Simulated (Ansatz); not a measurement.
Consider the homolysis of the Br–Si bond: `O[Si](Cl)(Br)Br` → Br• + `O[Si](Cl)Br`•.

Program: Ansatz. Geometries: PBE0-D4/def2-TZVP. ΔE: electronic, gas phase. CCSD(T)/CBS is the MP2 limit (def2-TZVPP, def2-QZVPP) plus CCSD(T) − MP2 in def2-TZVPP, frozen cores. DFT in def2-TZVPP. Open shells (•) are unrestricted, without spin–orbit coupling. Spin–orbit coupling would lower the free atoms: clearly for Br. Bonds to Br are less sure, by a few kJ/mol each and by 10 to 20 or more in all where they break to atoms, as the def2 sets lack core-valence functions. Scalar relativity is left out up to krypton. Each species was taken in one conformer, which may not be the lowest.

`O[Si](Cl)(Br)Br`:

Cartesian coordinates in Å:
```
O -0.438 0.232 -1.274
Si 0.124 0.100 0.239
Cl -1.398 0.049 1.586
Br 1.300 -1.744 0.483
Br 1.371 1.858 0.593
H -0.959 -0.493 -1.627
```

`O[Si](Cl)Br`•:

```xyz
5

O    -0.416   -0.656    0.957
Si   -0.317   -0.031   -0.549
Cl    0.219    1.957   -0.430
Br    1.217   -1.200   -1.639
H    -0.703   -0.069    1.661
```

| level | ΔE (kJ/mol) |
| --- | --- |
| PBE-D4 | 397.4 |
| BLYP-D4 | 377.1 |
| r2SCAN-D4 | 397.7 |
| BHLYP-D4 | 388.5 |
| ωB97X-V | 408.1 |
| r2SCANh | 394.2 |
| CCSD/def2-TZVPP | 390.8 |
| SCS-MP2/def2-QZVPP | 421.5 |

Problem. What does CCSD(T)/CBS give? (Estimate.)

Solution. The calculation gave: +422.3 kJ/mol. The listed levels differ from it by -24.9, -45.2, -24.6, -33.8, -14.2, -28.1, -31.5, -0.8 kJ/mol.

Largest T1 diagnostic among the species: 0.012.

From BLYP to BHLYP (50 % exact exchange), in def2-TZVPP and without D4, ΔE moves by +16.9 kJ/mol. At CCSD(T), def2-SVP lies −44.1 kJ/mol from the extrapolated value and def2-TZVPP −21.8 kJ/mol: correlation converges slowly with the basis, and small sets miss more of it in the bonded molecule than in its fragments. The D4 term adds +17.0 kJ/mol with B3LYP and +8.9 kJ/mol with PBE0; it sums over pairs of atoms, weighted by their polarisabilities, and B3LYP, whose exchange is more repulsive, gets the larger term.

B3LYP here is the variant with VWN-RPA as its local correlation; programs differ in this.

CCSD(T)/CBS has its own doubt, a few kJ/mol and more with outer-core shells, so smaller differences from it don't rank the levels.
